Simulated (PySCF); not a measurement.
## Working out the excitation energy of Cd

Cd [Kr] 4d10 5s2 (1S) → Cd [Kr] 4d10 5s1 5p1 (3P). Calculation: PySCF 2.14, in def2-TZVPPD with the def2 core potential (28 electrons) (6s4p3d2f1g, 56 functions); a scalar-relativistic core potential. Frozen: nothing. Energies in hartree (1 hartree = 27.21139 eV):

```json
{"part": "UHF", "Cd (lower)": "-166.883923", "Cd (upper)": "-166.789483"}
{"part": "MP2 opposite-spin", "Cd (lower)": "-0.475206", "Cd (upper)": "-0.436479"}
{"part": "MP2 same-spin", "Cd (lower)": "-0.234416", "Cd (upper)": "-0.223588"}
```

Problem. What does Hartree-Fock give?

Solution. (-166.789483) − (-166.883923) = 0.094440 hartree = 2.570 eV.

Problem. What do MP2 and SCS-MP2 (6/5 opposite-spin, 1/3 same-spin) give?

Solution. The opposite-spin parts differ by 1.054 eV and the same-spin parts by 0.295 eV. MP2: 2.570 + (1.054) + (0.295) = 3.919 eV. SCS-MP2: 2.570 + 1.2 × (1.054) + (0.295)/3 = 3.933 eV.

Measured between the centres of the two terms (NIST): 3.874 eV, so MP2 (valence and next inner shell) is off by 0.045 eV.

What remains against the reference includes basis incompleteness and correlation beyond second order.
